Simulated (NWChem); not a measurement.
System: CH4FNOW; SMILES [CH3][W](=[NH])(=[O])[F]

All runs: NWChem. Medium grid unless said otherwise, to which SCAN and Minnesota functionals are sensitive. Geometry: optimised at PBE0/def2-SVP. No frequency run checked for a minimum. def2 effective core potentials on W; no spin-orbit coupling. Total energies of different functionals are on different scales.

| level | energy (Ha) | highest occupied level (eV) | orbital gap (eV) | dipole (D) |
|---|---|---|---|---|
| B3LYP/def2-SVP | -337.3713 | -8.02 | 5.90 | 2.07 |
| PBE/def2-SVP | -337.1188 | -6.82 | 4.16 | 1.94 |
| LRC-wPBEh/def2-SVP | -337.0862 | -10.16 | 9.96 | 2.05 |
| CAM-B3LYP/def2-SVP | -337.1909 | -9.65 | 8.85 | 2.08 |
| B97-2/def2-SVP | -337.3243 | -8.05 | ? | 2.10 |
| revPBE/def2-SVP | -337.3550 | -6.76 | 4.17 | 1.90 |
| MN15/def2-SVP | -336.9648 | -9.09 | 7.70 | 2.12 |
| M06-L/def2-SVP | -337.3581 | -7.14 | 4.56 | 1.96 |
| M06/def2-SVP | -337.1909 | -8.46 | 6.38 | 2.18 |
| OLYP/def2-SVP | -337.3656 | -6.70 | 4.18 | 1.92 |
| MPW1K/def2-SVP | -337.2187 | -9.43 | 8.03 | 2.22 |

Task: Complete the blanks.

Result: 
- B97-2/def2-SVP, orbital gap (eV): 6.04
